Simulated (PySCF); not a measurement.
Species: fluorene, C13H10.
Bonds: C1–C2 (aromatic), C2–C3 (aromatic), C3–C4 (aromatic), C4–C5 (aromatic), C5–C6 (aromatic), C5–C7, C7–C8, C8–C9 (aromatic), C9–C10 (aromatic), C10–C11 (aromatic), C11–C12 (aromatic), C12–C13 (aromatic), C1–C6 (aromatic), C8–C13 (aromatic), C4–C13. Hydrogens: H14 on C1; H15 on C2; H16 on C3; H17 on C6; H18, H19 on C7; H20 on C9; H21 on C10; H22 on C11; H23 on C12.

NICS = −σ at a ghost point: NICS(0) at the centroid of the ring atoms, NICS(1) 1 Å to either side along the normal of their mean plane, zz for the tensor component along that normal. Level: GIAO PBE0/pcSseg-1 (PySCF, non-relativistic, gas phase) on the PBE0-D3(BJ)/def2-SVP geometry, one conformer.

Ring bond lengths (Å), with Mayer bond orders in brackets: C1–C2 1.398 (1.43), C2–C3 1.394 (1.44), C3–C4 1.395 (1.41), C4–C5 1.409 (1.35), C5–C6 1.390 (1.44), C6–C1 1.397 (1.43); C4–C5 1.409 (1.35), C5–C7 1.506 (1.03), C7–C8 1.506 (1.03), C8–C13 1.409 (1.35), C13–C4 1.465 (0.99); C8–C9 1.390 (1.44), C9–C10 1.397 (1.43), C10–C11 1.398 (1.43), C11–C12 1.394 (1.44), C12–C13 1.395 (1.41), C13–C8 1.409 (1.35).

Give the NICS values of each ring in ppm.

```tsv
ring	type	NICS(0)	NICS(1), two faces	NICS(1)zz, two faces	rms pucker (Å)	centre to ring atoms, mean (Å)
C1–C2–C3–C4–C5–C6	6-membered carbocycle; formal bonds all aromatic	-7.9	-10.7 / -10.7	-26.2 / -26.2	0.00	1.40
C4–C5–C7–C8–C13	5-membered carbocycle; formal bonds 2 aromatic, 3 single	1.1	-3.1 / -3.1	-1.5 / -1.5	0.00	1.24
C8–C9–C10–C11–C12–C13	6-membered carbocycle; formal bonds all aromatic	-7.9	-10.7 / -10.7	-26.2 / -26.2	0.00	1.40
```

What can be read from them?

- C1–C2–C3–C4–C5–C6: mean NICS(1)zz -26.2 ppm, shielded, aromatic by this magnetic criterion (flat ring, no four-coordinate atom), though in fused rings the probe also feels the neighbouring ring.
- C4–C5–C7–C8–C13: mean NICS(1)zz -1.5 ppm, near zero. C7 has four or more neighbours; no verdict on aromaticity is drawn.
- C8–C9–C10–C11–C12–C13: mean NICS(1)zz -26.2 ppm, shielded. The ring is flat and has no four-coordinate atom; by the NICS criterion it is aromatic, though in fused rings the probe also feels the neighbouring ring.

What does the geometric index give? HOMA = 1 − mean of α(R − Ropt)² over the ring bonds, with Krygowski's 1993 parameters (CC: Ropt 1.388 Å, α 257.7 Å⁻²).

- C1–C2–C3–C4–C5–C6: HOMA 0.97 = 1 − EN − GEO, with mean bond length 1.397 Å, EN = α(Ropt − mean)² = 0.021 and GEO = α × variance = 0.009. The geometric and the magnetic index point the same way.
- C8–C9–C10–C11–C12–C13: HOMA 0.97 = 1 − EN − GEO, with mean bond length 1.397 Å, EN = α(Ropt − mean)² = 0.021 and GEO = α × variance = 0.009. The geometric and the magnetic index point the same way.

What field does 9.4 T along the ring normal induce along that normal at the second NICS(1) probe listed for ring C8–C9–C10–C11–C12–C13, 1 Å off the ring?

NICSzz × B0 = -26.2 ppm × 9.4 T = -246 μT, against the applied field.

What are the shieldings of the ring atoms and their hydrogens in the same run (means over atoms taken as equivalent)?

```json
{"atoms": "C1 (×2)", "environment": "aromatic CH carbon", "σ isotropic (ppm)": "52.2"}
{"atoms": "C2 (×2)", "environment": "aromatic CH carbon", "σ isotropic (ppm)": "52.1"}
{"atoms": "C3 (×2)", "environment": "aromatic CH carbon", "σ isotropic (ppm)": "59.3"}
{"atoms": "C4 (×2)", "environment": "substituted aromatic carbon", "σ isotropic (ppm)": "37.7"}
{"atoms": "C5 (×2)", "environment": "substituted aromatic carbon", "σ isotropic (ppm)": "36.0"}
{"atoms": "C6 (×2)", "environment": "aromatic CH carbon", "σ isotropic (ppm)": "54.2"}
{"atoms": "C7", "environment": "benzylic-type carbon", "σ isotropic (ppm)": "144.9"}
{"atoms": "H14 (×2)", "environment": "aromatic hydrogen", "σ isotropic (ppm)": "23.85"}
{"atoms": "H15 (×2)", "environment": "aromatic hydrogen", "σ isotropic (ppm)": "23.75"}
{"atoms": "H16 (×2)", "environment": "aromatic hydrogen", "σ isotropic (ppm)": "23.24"}
{"atoms": "H17 (×2)", "environment": "aromatic hydrogen", "σ isotropic (ppm)": "23.64"}
{"atoms": "H18 (×2)", "environment": "methylene hydrogen", "σ isotropic (ppm)": "27.40"}
```

How do the values depend on the level or the medium?

```
             level  NICS(0), C1–C2–C3–C4–C5–C6  mean NICS(1)zz, C1–C2–C3–C4–C5–C6  NICS(0), C4–C5–C7–C8–C13  mean NICS(1)zz, C4–C5–C7–C8–C13  NICS(0), C8–C9–C10–C11–C12–C13  mean NICS(1)zz, C8–C9–C10–C11–C12–C13
PBE0/pcSseg-1, gas                        -7.9                              -26.2                       1.1                             -1.5                            -7.9                                  -26.2
WP04/pcSseg-1, gas                        -8.0                              -25.1                       1.1                             -0.3                            -8.0                                  -25.1
```

The geometry is the same throughout.
